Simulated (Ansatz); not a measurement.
Ansatz results at the PBE0-D4/def2-TZVP geometry: LUMO energy (PBE/def2-TZVPP) -0.67 eV; HOMO–LUMO gap (PBE0/def2-TZVPP) 8.62 eV; LUMO energy (PBE0/def2-TZVPP) 0.20 eV.

Each molecule was computed in one conformer, which needn't be the lowest.

(1) Which molecule gave them?
A. `O[SiH2]S[SiH2]F`
B. `O[SiH](Cl)O[Si](O)(F)F`
C. `C[SiH](F)[SiH2]Cl`
D. `O[Si](O)(F)N[SiH2]Cl`

## Answers

(1) D. The others give `O[SiH](Cl)O[Si](O)(F)F`: -0.89, 9.31, 0.01; `C[SiH](F)[SiH2]Cl`: -1.73, 7.14, -0.87; `O[SiH2]S[SiH2]F`: -1.10, 7.84, -0.24.
